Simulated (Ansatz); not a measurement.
Basis-set extrapolation for C$_{2}$H$_{9}$FSi$_{2}$ (`C[SiH](C)[SiH2]F`) (PBE0-D4/def2-TZVP geometry, frozen core, the Gaussian-basis code of Ansatz). Multiplicity 1, RHF reference.

```tsv
	def2-TZVPP	def2-QZVPP
HF	-758.459560	-758.486478
MP2 correlation	-0.855987	-0.921740
CCSD(T) correlation	-0.948174	not run
```

Energies in hartree. Use E(X) = E(∞) + A·exp(−7.88·√X) for Hartree–Fock and E(X) = E(∞) + B·X^(−2.97) for correlation, with X = 3 and 4, and add CCSD(T) minus MP2 of the smaller set to the MP2 limit.

Q: What is the CCSD(T) energy at the basis-set limit?

A: HF limit: -758.486478 + (-0.026918) × 0.13774 = -758.49019. MP2 limit: -0.921740 + (-0.065753) × 0.74074 = -0.97045. Higher-order term: -0.948174 − (-0.855987) = -0.09219. Total: -759.55283 hartree, 91.0 kcal/mol below CCSD(T)/def2-TZVPP.
